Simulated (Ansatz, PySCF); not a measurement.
Ti(F)4(OH2) (F4H2OTi), SMILES [OH2]->[Ti]([F])([F])([F])[F], multiplicity 1. Atoms are numbered in the order given.

```xyz
8

Ti     0.1392     0.1356    -0.1291
F      1.1423    -1.1357     0.5434
F     -1.2170    -0.3093    -1.1478
F     -0.0777     1.5408     0.8598
F      1.2186     0.7429    -1.3382
O     -1.2816    -0.8574     1.3678
H     -2.0500    -1.1989     0.8925
H     -0.8408    -1.6230     1.7586
```
Charge 0, spin multiplicity 1.

Geometry: PBE0-D3(BJ)/def2-SVP. The multiplicity is an assumed one; other spin states were not compared.

Two levels are set side by side: PBE-D3(BJ)/def2-SVP (Ansatz, a quantum-chemistry and plane-wave program) and PBE0-D3(BJ)/def2-SVP (Ansatz). Each level has its own optimised geometry; the coordinates shown are those of the second. Frequencies come from the Hessian of PySCF at each geometry. Differences are taken from unrounded values.

```
quantity                            PBE0-D3(BJ)  PBE-D3(BJ)  PBE-D3(BJ) minus PBE0-D3(BJ)
----------------------------------  -----------  ----------  ----------------------------
mean bond length (Å)                      1.599       1.619                         0.020
bond Ti1–F2 (Å)                           1.754       1.773                         0.020
bond Ti1–F3 (Å)                           1.753       1.773                         0.020
bond Ti1–F4 (Å)                           1.732       1.749                         0.017
bond Ti1–F5 (Å)                           1.731       1.750                         0.019
bond Ti1–O6 (Å)                           2.290       2.333                         0.043
bond O6–H7 (Å)                            0.966       0.978                         0.012
bond O6–H8 (Å)                            0.966       0.978                         0.012
highest harmonic wavenumber (cm⁻¹)         3935        3762                          -173
mean harmonic wavenumber (cm⁻¹)             857         824                           -33
zero-point energy (kcal/mol)              22.07       21.21                         -0.85
```

GGA bonds tend to be longer and softer than those of functionals with exact exchange. Differences between two approximate levels are no errors against the true value.
